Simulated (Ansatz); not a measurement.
Reaction (ligand exchange at a Ge–O bond): `[SiH3][O][GeH]` + CH₃SH → `C[S][GeH]` + `O[SiH3]`

Program: Ansatz. Geometries: PBE0-D4/def2-TZVP. ΔE: electronic, gas phase. CCSD(T)/CBS is the MP2 limit (def2-TZVPP, def2-QZVPP) plus CCSD(T) − MP2 in def2-TZVPP, frozen cores. This one scheme is used for every species. DFT in def2-TZVPP. For Ge outer-core shells are correlated without core-valence functions, which leaves a few kJ/mol of doubt a bond. Scalar relativity is left out up to krypton.

`[SiH3][O][GeH]`:

Z-matrix (Å, degrees):
```
Si
O 1 1.643
H 1 1.485 2 109.3
H 1 1.490 2 110.8 3 120.2
H 1 1.485 2 109.3 3 -119.6
Ge 2 1.789 1 134.1 3 -120.3
H 6 1.605 2 93.5 1 180.0
```

CH₃SH:

Z-matrix (Å, degrees):
```
C
S 1 1.806
H 1 1.089 2 111.5
H 1 1.089 2 111.5 3 -123.8
H 1 1.090 2 106.2 3 118.1
H 2 1.342 1 97.1 3 61.9
```

`C[S][GeH]`:

Z-matrix (Å, degrees):
```
C
S 1 1.812
H 1 1.090 2 109.0
H 1 1.090 2 111.0 3 120.6
H 1 1.090 2 109.0 3 -118.8
Ge 2 2.190 1 103.6 3 -120.4
H 6 1.594 2 89.0 1 180.0
```

`O[SiH3]`:

Z-matrix (Å, degrees):
```
Si
O 1 1.648
H 1 1.489 2 111.7
H 1 1.489 2 111.7 3 120.9
H 1 1.481 2 105.9 3 -119.6
H 2 0.957 1 117.9 3 -60.5
```

| level | ΔE (eV) |
| --- | --- |
| PBE0-D4 | -0.43 |
| LC-ωPBE | -0.27 |

(1) What does CCSD(T)/CBS give? (Best estimate.)

Largest T1 diagnostic among the species: 0.015.

Answers

(1) Ansatz gave: -0.35 eV. The listed levels differ from it by -0.08, 0.08 eV.

Leaving LDA and LC-ωPBE aside and taking each functional with its dispersion term where it has one, the values, not all of them listed here, spread over 0.22 eV, from PBE-D4 to CAM-B3LYP-D4. LDA lies −0.06 eV from PBE without D4. At CCSD(T), def2-SVP lies +0.15 eV from the extrapolated value and def2-TZVPP +0.06 eV.
